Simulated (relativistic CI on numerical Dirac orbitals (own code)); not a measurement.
d1 to d9 in one octahedral field

Computed with a parametric ligand-field model without spin-orbit coupling, by exact diagonalisation: B = 820, C = 3950, 10Dq = 18000 cm⁻¹ (Oh; |10Dq|/B = 22.0) for every shell. Energies in cm⁻¹; the field energy is (0.6 n_e − 0.4 n_t2) × 10Dq of the ground term; g labels are left out.

```csv
Shell,Ground term,Electrons in e,Field energy,First spin-allowed bands,Lowest term of other spin
d1,2T2,0.000,-7200,2E 18000,
d2,3T1,0.034,-13791,"3T2 16460, 3T1 27221",1T2 13283
d3,4A2,0.000,-21600,"4T2 18000, 4T1 25911",2E 17837
d4,5E,1.000,-10800,5T2 18000,3T1 4998
d5,?,?,?,?,?
d6,1A1,0.073,-41893,"1T1 15735, 1T2 25210",5T2 2951
d7,4T1,2.034,-13791,"4T2 16460, 4T1 27221",2E 316
d8,3A2,2.000,-21600,"3T2 18000, 3T1 25911",1E 14242
d9,2E,3.000,-10800,2T2 18000,
```

Fill in the row of d5.

Ground term: 6A1; Electrons in e: 2.000; Field energy: 0; First spin-allowed bands: none; Lowest term of other spin: 2T2 12620. Low spin: d6; the other shells keep the spin of the free ion. Only d4 to d7 can choose; the field needed to pair spins is smallest for d6 and largest for d5, which loses most exchange energy. In the strong-field picture 10Dq must exceed about 6B + 5C = 24670 (d4), 7.5B + 5C = 25900 (d5), 2.5B + 4C = 17850 (d6) and 4B + 4C = 19080 (d7); mixing of terms shifts these bounds somewhat.
